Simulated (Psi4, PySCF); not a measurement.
CH₇BO₄Si (SMILES C[Si](O)(O)B(O)O), singlet, at a GFN2-xTB geometry, atoms displaced at random by about 0.03 Å a coordinate. Base run: PySCF with B3LYP/STO-3G, gradient.

The PySCF input:
```python
from pyscf import gto, scf, dft

mol = gto.M(
    atom='''
Si   -0.59700552   -0.10785362    0.02812132
C    -1.88416382    1.25015241   -0.09127936
O    -1.13669758   -1.40166790   -0.90889865
O    -0.66909640   -0.81977192    1.52978977
B     1.33495728    0.27330644   -0.18160078
O     1.76400568    0.77303080   -1.29552842
O     2.19275467    0.13146052    0.82384213
H    -2.85288812    0.93459899   -0.01640926
H    -1.76195194    1.90129000    0.66545964
H    -1.67172720    1.85143611   -1.07061258
H    -1.12893682   -1.22545108   -1.85719838
H    -1.46365508   -1.25419732    1.81362737
H     2.68240801    0.99032422   -1.32007214
H     1.91218890   -0.21481217    1.67101075
''',
    basis='sto-3g',
    verbose=4,
)

mf = dft.RKS(mol)
mf.xc = 'b3lyp'
mf.kernel()
g = mf.nuc_grad_method()
grad = g.kernel()
```

Programs used: Psi4, PySCF; a row that names a program was run with it.

The coordinate followed is x of atom 6.

Variants of this job, named by their change:

```tsv
change	dE/dx (Eh/bohr)	net force (Eh/bohr)
base	0.057054	0.000197
finite difference step (bohr) = 0.2; conv_tol = 1e-11	0.073098	-
finite difference step (bohr) = 0.05; conv_tol = 1e-11	0.058065	-
grids.level = 1; grid_response = on	0.057023	0.000000
grids.level = 5; grid_response = on	0.057084	0.000000
grids.level = 0; grid_response = on	0.061407	0.000000
grids.level = 1; grid_response = off	0.057067	0.000518
code = psi4	0.057167	0.000255
density fitting = on; auxbasis_response = off	0.060547	0.003992
conv_tol = 1e-6	0.057055	0.000197
finite difference step (bohr) = 1e-5; conv_tol = 1e-11	0.057079	-
grid_response = on	0.057079	0.000000
```

The net force is zero for an exact gradient.
